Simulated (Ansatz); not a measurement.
```yaml
crystal:
  periodic: [false, false, false]
  atoms:
    - {symbol: Si, position_ang: [-0.063183, -1.279937, 1.002615]}
    - {symbol: N, position_ang: [0.739479, -0.272267, -0.214649]}
    - {symbol: Ga, position_ang: [-0.454747, 1.375585, -0.871064]}
    - {symbol: Cl, position_ang: [-2.231495, 0.471960, -1.653459]}
    - {symbol: Cl, position_ang: [0.928615, 2.296022, -2.298132]}
    - {symbol: Cl, position_ang: [-0.690998, 2.436134, 1.002989]}
    - {symbol: H, position_ang: [0.954564, -2.363418, 1.319632]}
    - {symbol: H, position_ang: [-1.277613, -1.808810, 0.423195]}
    - {symbol: H, position_ang: [-0.246126, -0.490804, 2.209910]}
    - {symbol: H, position_ang: [1.556783, 0.198887, 0.096715]}
    - {symbol: H, position_ang: [0.856230, -0.652899, -1.079231]}
basis:
  gaussian: {orbitals: def2-mTZVP}
hamiltonian: {xc: {name: HF}}
correlation: {method: ccsd}
```

```sh
$ ansatz run in.yaml --threads 4 --pin off --events-out ev --progress --plain --max-ram 11315MiB
```

Output, abridged:

```
Functional definition: HF
1403 factors; integrals over basis functions are off by at most 9.3e-4 eV
mean field evaluation 1: about -99272.5556 eV, gradient 3.4e1 eV
mean field evaluation 2: about -99272.5584 eV, gradient 3.4e1 eV
mean field evaluation 4: about -99275.5717 eV, gradient 4.1e0 eV
mean field evaluation 8: about -99275.6112 eV, gradient 1.5e-4 eV
mean field -99275.61119923 eV, -3648.3114201456 hartree, gradient 3.1e-6 eV, S^2 0.000000; 0 other end points of the search recorded, 0 dependent functions left out
30 core orbitals not correlated: weight in the atoms' cores, before any rotation towards them, 1.000 or more for the frozen orbitals, at most 0.000 for the correlated occupied ones
reference -99275.61119923 eV, -3648.3114201456 hartree; 24, 24 occupied and 104, 104 virtual orbitals, 1403 factors
second order -23.46803261 eV of doubles, -0.00000000 eV of singles
cycle   1  -24.15545480 eV  change   -6.9e-1 eV  update   1.1e-1
cycle   2  -24.78025086 eV  change   -6.2e-1 eV  update   3.2e-2
cycle   3  -24.88257699 eV  change   -1.0e-1 eV  update   1.5e-2
cycle   4  -24.87724798 eV  change    5.3e-3 eV  update   2.7e-3
cycle   5  -24.87580615 eV  change    1.4e-3 eV  update   8.8e-4
cycle   6  -24.87571454 eV  change    9.2e-5 eV  update   2.5e-4
cycle   7  -24.87566287 eV  change    5.2e-5 eV  update   7.9e-5
cycle   8  -24.87568410 eV  change   -2.1e-5 eV  update   2.6e-5
Total energy: -99300.48688333 eV, -3649.2255846749 hartree
```

Run time 14 s (4 threads of an Arm Neoverse V2 on a shared host); peak host memory 1.2 GiB.
